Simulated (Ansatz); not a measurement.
C₃H₆Cl, doublet, at a GFN2-xTB geometry, atoms displaced at random by about 0.1 Å a coordinate. Base run: B3LYP/STO-3G (Ansatz, an electronic-structure program).

Ansatz was given this input:
Ansatz 0.2 input:
```yaml
crystal:
  periodic: [false, false, false]
  atoms:
    - {symbol: C, position_ang: [0.85935174, -0.57739837, 0.02776472]}
    - {symbol: C, position_ang: [2.31385187, -0.31222181, -0.04966647]}
    - {symbol: C, position_ang: [-0.01208825, 0.61411179, -0.21396315]}
    - {symbol: H, position_ang: [0.91229618, -1.31461230, 0.91556692]}
    - {symbol: H, position_ang: [0.86298839, -1.36312944, -0.88367823]}
    - {symbol: Cl, position_ang: [-1.60985479, -0.05689037, 0.03945315]}
    - {symbol: H, position_ang: [2.84666486, 0.16197414, -0.91865608]}
    - {symbol: H, position_ang: [2.80804994, 0.16882937, 0.98100476]}
    - {symbol: H, position_ang: [0.05468423, 1.37784080, 0.72259590]}
    - {symbol: H, position_ang: [0.23136961, 1.15113125, -0.94557259]}
basis:
  gaussian:
    orbitals: STO-3G
hamiltonian:
  xc: b3lyp
magnetization: {spin_polarized: true, initial_magnetization: 1}
relax: {}
```

Each row names what was changed in the base input (with any setting that the change needs).

```tsv
change	ΔE vs base (kcal/mol)	optimiser steps	core-seconds (rough)
base	0.000	6	8
relax = max_displacement: 0.02	-0.001	17	30
relax = f_tol: 0.05	0.000	6	10
relax = f_tol: 0.0005	-0.002	10	20
relax = escape_saddle: false	0.000	6	9
relax = f_tol: 0.002	-0.002	9	10
relax = max_displacement: 0.5	-0.001	6	10
```
